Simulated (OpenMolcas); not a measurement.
Mn+, Tc+, Re+: d5 s down the group

```json
{"Program": "OpenMolcas 26.06", "Method": "CASSCF", "Basis": "ANO-RCC-VTZP", "Scalar Hamiltonian": "DKH2, point nucleus", "Spin-orbit coupling": "RASSI with atomic mean-field integrals over the reference wave functions, term energies averaged over their components"}
```

Active space for each ion: 6 electrons in 6 orbitals (d s).

Computed levels in cm-1 above 7S3:

| Level | Mn+ | Tc+ | Re+ |
| --- | --- | --- | --- |
| 5S2 | 12513 | 18220 | 25463 |
| 5G4 | 33455 | 26892 | 26472 |
| 5G5 | 33455 | 26938 | 27051 |
| 5G3 | 33455 | 26843 | 25872 |
| 5G2 | 33455 | 26799 | 25325 |
| 5G6 | 33455 | 26966 | 27373 |
| weight of 7S in the lowest level (%) | 100 | 100 | 96 |

Mixed levels, with the weight of the term that names them: Re+ 5S2 (58 %), Re+ 5G2 (72 %).

Measured, with the error of the calculation in %. Measured levels: Mn+, Re+ from NIST Handbook of Basic Atomic Spectroscopic Data.

```tsv
Level	Mn+	Re+
5S2	9473 (+32.1)	
5G4	27584 (+21.3)	20463 (+29.4)
5G5	27571 (+21.3)	20976 (+29.0)
5G3	27588 (+21.3)	19140 (+35.2)
5G2	27589 (+21.3)	
5G6	27547 (+21.4)	20782 (+31.7)
```

Without spin-orbit coupling 5S lies 12502, 18251, 25269 cm-1 above 7S in that order; the difference to the level 5S2, of either sign, comes from spin-orbit coupling, which also lowers the zero.

Without dynamic correlation excited terms often stand tens of per cent too high (terms of higher spin than the ground term too low), and those without a measured partner can miss by more than the paired ones. No level of 3d6 was computed, though it lies in the active space (holds for Mn+). Some high roots are left out of the spin-orbit mixing, which shifts the levels that they would mix with (holds for Tc+). Measured partners are found by configuration, term and J. A level has none where our copy of the source lacks it or the pairing is in doubt (some pairs that miss far off the trend of their configuration count as doubtful), and it then counts in no deviation. Only configurations of the active space appear.
